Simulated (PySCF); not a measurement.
A PySCF script (with the pyscf-properties extension) for the NMR shieldings of `InChI=1S/C7H7N/c1-2-7-3-5-8-6-4-7/h2-6H,1H2`, on a GFN2-xTB geometry:

```python
import basis_set_exchange as bse
import numpy as np
from pyscf import gto, dft
from pyscf.prop import nmr

atoms = """
C    -2.444062    0.997780    0.052456
C    -1.693337   -0.069347   -0.190479
C    -0.242397   -0.150274   -0.070378
C     0.564504    0.918567    0.326286
C     1.933032    0.731742    0.406934
N     2.538005   -0.411440    0.128597
C     1.780912   -1.428332   -0.247837
C     0.404122   -1.353774   -0.363303
H    -3.513734    0.967502   -0.063175
H    -2.032266    1.939039    0.373542
H    -2.168184   -0.988667   -0.511160
H     0.138982    1.879327    0.568603
H     2.585564    1.540236    0.711158
H     2.309525   -2.347167   -0.467360
H    -0.165079   -2.217203   -0.675795
"""
names = dict.fromkeys(["C", "N", "H"], "pcSseg-1")
basis = {el: gto.basis.parse(bse.get_basis(n, elements=[el], fmt="nwchem")) for el, n in names.items()}
mol = gto.M(atom=atoms, basis=basis, charge=0, verbose=0)
mf = dft.RKS(mol, xc="PBE0")
mf.grids.level = 2
mf.grids.alignment = dft.numint.BLKSIZE   # the property module wants whole blocks of grid points
mf.conv_tol = 1e-9
mf.kernel()

calc = nmr.RKS(mf)   # GIAO
C = mf.mo_coeff
Co = C[:, mf.mo_occ > 0]
resp = mf.gen_response(singlet=True, hermi=2)
def vind(x):   # induced exchange potential for any number of trial vectors
    d = np.einsum("pi,xij,qj->xpq", C, 2 * x.reshape(-1, C.shape[1], Co.shape[1]), Co, optimize=True)
    return np.einsum("xpq,pi,qj->xij", resp(d - d.transpose(0, 2, 1)), C, Co, optimize=True).ravel()
mo1, _ = nmr.rhf.solve_mo1(calc, with_cphf=vind)
sigma = calc.kernel(mo1)
for i, s in enumerate(sigma):   # ppm
    print("%2d %-2s %9.2f" % (i, mol.atom_pure_symbol(i), np.trace(s) / 3))
```

Problem. What does it print?

Solution. 
```
 0 C      63.43
 1 C      42.94
 2 C      38.66
 3 C      66.11
 4 C      31.00
 5 N     -94.46
 6 C      29.69
 7 C      57.80
 8 H      25.87
 9 H      25.15
10 H      24.88
11 H      23.99
12 H      22.74
13 H      22.76
14 H      24.66
```

These numbers come from an equivalent density-fitted implementation of the same equations, which agrees with the script to about 0.01 ppm for H and up to a few tenths of a ppm for heavy atoms, so last digits may differ.

Problem. Turn these shieldings into chemical shifts. Referencing at the same level of theory: $^{13}$C (σref 186.93) and $^{1}$H (σref 31.72) against TMS; NH3 for $^{15}$N (σref 267.73).

Solution. Averaging equivalent atoms: C 4/6: 156.6; C 2: 148.3; C 1: 144.0; C 3/7: 125.0; C 0: 123.5; N 5: 362.2; H 12/13: 8.96; H 11/14: 7.39; H 10: 6.84; H 9: 6.57; H 8: 5.85 ppm. Experimental scales use liquid or dissolved standards, which lie at an offset from isolated NH3 (liquid NH3: subtract about 20 ppm). Unscaled 15N shifts of sp2 nitrogen come out 20 to 40 ppm too high even then.

Size and cost of the density-fitted run: 171 basis functions, 16 s wall time on 1 thread of an Arm Neoverse V2, shared host.
